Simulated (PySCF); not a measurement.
Calculated properties of `COCC1(C(=O)[O-])CC1`

C6H9O3 (charge -1).
Cartesian coordinates in Å at the GFN2-xTB level; atoms count from 1:
```xyz
18
C6H9O3 angstrom
C      2.0488   -0.6890    0.6123
O      1.4249    0.4777    1.0844
C      0.6034    1.0909    0.0954
C     -0.5312    0.2224   -0.3980
C     -0.2359   -0.5800   -1.7284
O     -1.0003   -1.5243   -1.9594
O      0.7228   -0.1638   -2.3941
C     -1.9420    0.7119   -0.2207
C     -1.4351   -0.4175    0.6157
H      1.3204   -1.4802    0.4086
H      2.7375   -1.0152    1.3942
H      2.5992   -0.4899   -0.3143
H      0.2387    2.0064    0.5758
H      1.2208    1.3559   -0.7774
H     -2.6462    0.4761   -1.0063
H     -2.1069    1.6753    0.2499
H     -1.7901   -1.4107    0.3786
H     -1.2373   -0.2397    1.6653
```

Structural features include: carboxylate, ether and cyclopropane ring.

From GFN2-xTB geometry:

```
Point group of the GFN2-xTB geometry                  : C1
Rotational constants A, B, C of the GFN2-xTB geometry : 2.150, 1.523, 1.149 GHz
```

From PBE0/pcSseg-1 ground state and GIAO shieldings, non-relativistic (PySCF):

```
HOMO energy                                                 : -1.47 eV
LUMO energy                                                 : 5.34 eV
HOMO–LUMO gap                                               : 6.81 eV
Lowest Hirshfeld atomic charge                              : -0.41 e on O6/O7
Highest Hirshfeld atomic charge                             : +0.11 e on C5
13C chemical shifts (computed TMS as zero) by class         : 172.4 (C5), 82.1 (C3), 57.7 (C1), 26.0 (C4), 12.1 (C8/C9) ppm
1H chemical shifts (computed TMS as zero) by class          : 4.24 (H13/H14), 3.42 (H10/H11/H12), 0.88 (H15/H17), -0.13 (H16/H18) ppm
Isotropic shieldings of nuclei other than C and H, by class : 0 (O7), 42 (O6), 308 (O2) ppm
Mayer bond orders between heavy atoms                       : C1–O2 0.94, O2–C3 0.92, C3–C4 1.01, C4–C5 0.80, C5–O6 1.75, C5–O7 1.74, C4–C8 0.95, C8–C9 1.00, C9–C4 0.91
```

Monoisotopic mass of the ion (most abundant isotopes, electron mass counted): 129.0557 u.

The rotational constants make it an asymmetric top with κ = (2B − A − C)/(A − C) = -0.25, nearer the prolate limit (−1). With B = h/(8π²I), that is 505.379 GHz u Å² over I, the principal moments of inertia are 235.0, 331.8 and 439.8 u Å² (most abundant isotopes); the inertial defect Ic − Ia − Ib is -127.0 u Å² (zero for a rigid planar frame, negative otherwise).

One conformer (not necessarily the lowest) at the GFN2-xTB geometry, without solvent or vibrations. NMR classes are plain means over equivalent atoms (diastereotopic ones count apart unless rotation or inversion swaps them), as if these changed places fast; in this geometry the members of some classes differ. No diffuse functions stand in pcSseg-1, which bears on an anion's orbital energies.

For the NMR shielding job (PBE0/pcSseg-1), hardware: one thread, Intel Xeon Platinum 8488C (x86_64), no GPU, shared host with 192 logical CPUs at a one-minute load of 88. Cost: 45 s wall (with the writing of density and orbital grids), 0.87 GiB resident at most.
